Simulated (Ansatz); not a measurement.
C₂H₅NZn (`[CH2]1N[CH2][Zn]1`) at its PBE0-D4/def2-TZVP geometry, where that method's forces vanish. The species carries charge 0 and has multiplicity 1.

```xyz
9

C     0.6548    0.5659   -0.8422
N     0.1040   -0.5514   -0.2517
C    -0.5088   -0.4860    0.9813
Zn   -1.2234    1.5328    0.1037
H     0.9251    0.4480   -1.8841
H     1.3881    1.0934   -0.2396
H    -0.3603   -1.1673   -0.9034
H    -1.0794   -1.3642    1.2571
H     0.1000   -0.0711    1.7789
```

**Question.** What forces (eV/Å) does ωB97M-V/def2-TZVPP give on these atoms in Ansatz? (Estimate.)

**Answer.** Ansatz gave: 
```
C1   0.153  0.063 -0.043
N2  -0.085 -0.029 -0.072
C3   0.023 -0.055  0.161
Zn4  0.004 -0.023 -0.011
H5  -0.029  0.008  0.086
H6  -0.075 -0.042 -0.047
H7   0.023  0.029  0.031
H8   0.044  0.074 -0.028
H9  -0.057 -0.025 -0.076
```
